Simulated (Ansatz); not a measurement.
System: trimethoxygermane, C$_{3}$H$_{10}$GeO$_{3}$, net charge 0, singlet state. 
Coordinates optimised at B3LYP-D3(BJ)/def2-TZVP (Ansatz, a program for electronic structure):
```xyz
17

C     -0.8010     2.2670    -0.9337
O     -0.2195     1.4554     0.0734
Ge     0.1196    -0.2695    -0.2061
O     -1.1439    -1.2848     0.4950
C     -2.5070    -0.9436     0.2851
O      1.5398    -0.7031     0.7385
C      2.7576     0.0016     0.5294
H     -0.4688     3.2947    -0.7770
H     -1.8939     2.2424    -0.8764
H     -0.5022     1.9619    -1.9435
H      0.2884    -0.4917    -1.7238
H     -2.7763    -0.9577    -0.7779
H     -3.1135    -1.6892     0.7997
H     -2.7440     0.0427     0.6951
H      3.1187    -0.1015    -0.5005
H      2.6515     1.0651     0.7606
H      3.5018    -0.4315     1.1979
```

Quantity: atomisation energy (electronic, to ground-state atoms), in kJ/mol. Correlated levels leave the core frozen unless marked. Open shells are spin-unrestricted. Spin-orbit coupling is left out. The frozen core is the preceding noble-gas configuration, with the filled d and f shells of earlier blocks. Non-relativistic. The coupled-cluster limit lacks core correlation, which all-electron functionals hold. Basis-set limits of correlation are two-point, X^-3; Hartree-Fock from the larger set. The bracket is a focal-point correction in the basis named.

```tsv
level	program	atomisation energy (kJ/mol)
PBE-D4/def2-TZVPD	Ansatz + dftd4	6451.6
BLYP-D3(BJ)/def2-TZVPD	Ansatz + dftd3	6319.6
r2SCAN-D3(BJ)/def2-TZVPD	Ansatz + dftd3	6350.7
PBE0-D4/def2-TZVPD	Ansatz + dftd4	6318.9
BHLYP-D3(BJ)/def2-TZVPD	Ansatz + dftd3	6122.5
r2SCANh-D4/def2-TZVPD	Ansatz + dftd4	6301.9
HSE06-D3(BJ)/def2-TZVPD	Ansatz + dftd3	6319.4
CAM-B3LYP-D3(BJ)/def2-TZVPD	Ansatz + dftd3	6364.5
wB97X-V/def2-TZVPD	Ansatz	___
CCSD/6-31G	Ansatz	___
CCSD/aug-cc-pVTZ	Ansatz	6137.1
RI-MP2/CBS(aug-cc-pVTZ,aug-cc-pVQZ)+[CCSD(T)-MP2]/aug-cc-pVTZ	Ansatz	___
```

Problem. Complete the blanks.

Solution. 
- wB97X-V/def2-TZVPD, atomisation energy (kJ/mol): 6358.4
- CCSD/6-31G, atomisation energy (kJ/mol): 5288.6
- RI-MP2/CBS(aug-cc-pVTZ,aug-cc-pVQZ)+[CCSD(T)-MP2]/aug-cc-pVTZ, atomisation energy (kJ/mol): 6371.0
